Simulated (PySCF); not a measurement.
ClGeH3S3, SMILES [SH][Ge]([SH])([SH])[Cl].

Coordinates come from a ωB97X-D3(BJ)/def2-SVP optimisation. The structure was generated by enumeration, and PubChem lists no compound with its InChIKey, so it may never have been made. Other conformers were not sampled.

Two levels are set side by side: TDDFT-PBE/def2-SVPD (PySCF) and TDDFT-B3LYP/def2-SVPD (PySCF). Vertical, same geometry. The lowest singlet is HOMO→LUMO 99 % with PBE and HOMO→LUMO 98 % with the other functional; states are paired by order. Differences are taken from unrounded values.

| quantity | TDDFT-B3LYP | TDDFT-PBE | TDDFT-PBE minus TDDFT-B3LYP |
|---|---|---|---|
| lowest singlet excitation (eV) | 4.63 | 4.17 | -0.46 |
| lowest triplet excitation (TDA) (eV) | 4.27 | 3.87 | -0.40 |

A lower first singlet is the usual sign of a functional without exact exchange. Differences between two approximate levels are no errors against the true value.

Rough cost on one machine, each run with all the roots and properties that it gave: TDDFT-B3LYP against TDDFT-PBE about 5 times.
